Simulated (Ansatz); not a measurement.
**How methods differ on BH3Br− (SMILES [H][B-]([H])([H])Br)**

The species is BH3Br− (5 atoms), meant as a singlet with charge -1. SMILES: `[H][B-]([H])([H])Br`. The coordinates come from a GFN2-xTB relaxation.

```xyz
5

B    -0.0024    0.0017   -0.1851
Br    0.0152   -0.0198    1.8429
H     1.1495    0.0105   -0.5598
H    -0.5857    1.0038   -0.5364
H    -0.5765   -0.9962   -0.5616
```

Each level gives the energy change with the B1–H5 bond stretched from 1.211 to 2.422 Å (eV). The values are calculated.

```csv
level,kind,program,value (eV)
HF/STO-3G (restricted),Hartree–Fock,Ansatz,6.45
SVWN5/STO-3G (restricted),LDA,Ansatz,4.96
BLYP/STO-3G (restricted),GGA,Ansatz,?
PBE/STO-3G (restricted),GGA,Ansatz,4.68
revPBE/STO-3G (restricted),GGA,Ansatz,?
r2SCAN/STO-3G (restricted),meta-GGA,Ansatz,4.98
B3LYP/STO-3G (restricted),global hybrid,Ansatz,5.00
BHLYP/STO-3G (restricted),global hybrid,Ansatz,5.68
PBE0/STO-3G (restricted),global hybrid,Ansatz,5.27
r2SCAN0/STO-3G (restricted),hybrid meta-GGA,Ansatz,5.45
```

**Question.** Estimate the missing values from the other rows.

**Answer.** As computed at these levels: BLYP/STO-3G (restricted): 4.48 eV; revPBE/STO-3G (restricted): 4.57 eV. All-electron rows without a relativistic Hamiltonian named are non-relativistic. Sets without diffuse functions describe the anion poorly. The first shape isn't each level's own minimum. The values span 4.48 to 6.45 eV. All rows use very small basis sets, so even the best lies far from the true value.
